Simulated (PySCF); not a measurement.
## Stationary points of YH₃

Level of theory: BP86/[Y def2-TZVP with ECP28, H def2-TZVP], scalar-relativistic core potentials, density fitting, no spin–orbit coupling, PySCF.

Relaxations began from a few typed shapes. The search is not exhaustive: other isomers or separated fragments can lie lower, and high-lying points may rest on an excited occupation.

| spin | group | bonds | angles | imaginary modes (cm⁻¹) | ΔE (kJ/mol) | ΔE with ZPE (kJ/mol) |
| --- | --- | --- | --- | --- | --- | --- |
| singlet | C3v | Y–H 1.977 Å (×3) | H–Y–H 113.6° (×3) | none | 0.0 | 0.0 |
| singlet | D3h | Y–H 1.987 Å (×3) | H–Y–H 120.0° (×3) | 208i | 2.8 | – |

The lowest minimum found is the singlet C3v: Y–H 1.977 Å (×3); H–Y–H 113.6° (×3).

Formally Y is in oxidation state +3, d0. A d0 centre has no lone pair, yet it is C3v rather than trigonal planar: covalent bonding through the d orbitals favours lower symmetry. The polar-tensor charge on Y, 1.47, is far below the formal one.
